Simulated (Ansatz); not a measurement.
A run for Ansatz (a quantum-chemistry and plane-wave program): U-BLYP/def2-TZVPP on C (SMILES [C]).

Ansatz 0.2 input:
```yaml
crystal:
  periodic: [false, false, false]
  atoms:
    - {symbol: C, position_ang: [0.00000000, 0.00000000, 0.00000000]}
basis:
  gaussian:
    orbitals: def2-TZVPP
hamiltonian:
  xc: {name: BLYP}
magnetization: {spin_polarized: true, initial_magnetization: 2}
```

Output:

```
WARN ansatz: RAYON_NUM_THREADS=1 ignored (pool sized by the plan → 1); use --threads N
Functional definition: BLYP
integrals: 0.00 GiB planned
180 factors; their error is unknown
mean field: 0.06 GiB planned
mean field evaluation 1: about -1029.5670 eV, gradient 7.0e0 eV
mean field evaluation 2: about -1029.6839 eV, gradient 5.3e0 eV
mean field evaluation 4: about -1029.8598 eV, gradient 8.0e-3 eV
mean field evaluation 8: about -1029.8571 eV, gradient 1.9e-4 eV
mean field evaluation 16: about -1029.8571 eV, gradient 8.4e-4 eV
mean field evaluation 32: about -1029.7550 eV, gradient 4.3e0 eV
mean field -1029.85709209 eV, -37.8465500721 hartree, gradient 6.7e-6 eV, S^2 2.003102; 6 other end points of the search recorded, 0 dependent functions left out
reference -1029.85731000 eV, -37.8465580803 hartree; 4, 2 occupied and 27, 29 virtual orbitals, 180 factors
Total energy: -1029.85731000 eV, -37.8465580803 hartree
```

The run converged.

Cost: about 0.4 core-seconds (a rough figure).
